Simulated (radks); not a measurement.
The numbers below are computed, except where a source is named.
Ionisation of He, [He], to He+, 1s1, under several functionals. Non-relativistic Kohn-Sham, spin-polarised, spherical densities, point nucleus; open shells are filled with parallel spins first; a radial shooting solver on a logarithmic mesh with Libxc functionals.

| functional | E(He) (hartree) | Exc (hartree) | IE (eV) | -e(HOMO) (eV) | <r> HOMO (bohr) | IE error (eV) |
|---|---|---|---|---|---|---|
| PBE | -2.89293 | -1.04616 | 24.467 | 15.763 | 0.9459 | -0.120 |
| LDA (Slater exchange, Perdew-Wang correlation) | -2.83446 | -0.97282 | 24.291 | 15.517 | 0.9594 | -0.296 |
| XLYP | -2.91399 | -1.06989 | 24.899 | 15.998 | 0.9455 | +0.312 |
| HCTH/407 | -2.92221 | -1.07865 | 24.921 | 16.062 | 0.9428 | +0.334 |
| OLYP | -2.90762 | -1.06489 | 24.787 | 15.815 | 0.9446 | +0.200 |
| MS2 meta-GGA | -2.91259 | -1.07282 | 24.648 | 16.439 | 0.9355 | +0.060 |
| BP86 | -2.90634 | -1.06140 | 24.860 | 15.889 | 0.9424 | +0.273 |
| revPBE | -2.90796 | -1.06427 | 24.629 | 15.794 | 0.9432 | +0.041 |
| AM05 | -2.85256 | -0.99614 | 24.350 | 15.431 | 0.9540 | -0.237 |
| exchange-only r2SCAN | -2.86716 | -1.02532 | 23.592 | 16.000 | 0.9382 | -0.995 |

NIST Atomic Spectra Database: 24.587 eV (measured). Closest: revPBE. The Delta-SCF values span 1.33 eV, the total energies 0.09 hartree. The highest occupied level is 1s.
